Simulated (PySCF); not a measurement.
Finite-field polarisability of P (phosphorus, neutral)

[Ne] 3s2 3p3, high-spin 4S determinant. All numbers are calculated (PySCF 2.14, the non-relativistic Hamiltonian (point nucleus), in aug-cc-pV(Q+d)Z). Frozen: [Ne]. Energy changes in a uniform field (μhartree):

```json
{"axis": "x", "F (au)": "0.0028", "HF": "-99.822", "MP2": "-98.523", "CCSD": "-98.360", "CCSD(T)": "-98.619"}
{"axis": "x", "F (au)": "0.0056", "HF": "-399.583", "MP2": "-394.404", "CCSD": "-393.752", "CCSD(T)": "-394.792"}
```

Task: Derive α along x at CCSD(T) from the two fields.

Result: With ΔE = −αF²/2 − γF⁴/24, α = −(16 ΔE(F) − ΔE(2F))/(6F²) = 25.15 bohr³.

Task: And the mean polarisability at each level?

Result: HF 25.46, MP2 25.13, CCSD 25.09, CCSD(T) 25.15 bohr³. Reference: 25 ± 1 bohr³ (recommended; Schwerdtfeger and Nagle, table of static dipole polarizabilities (2023 update)).
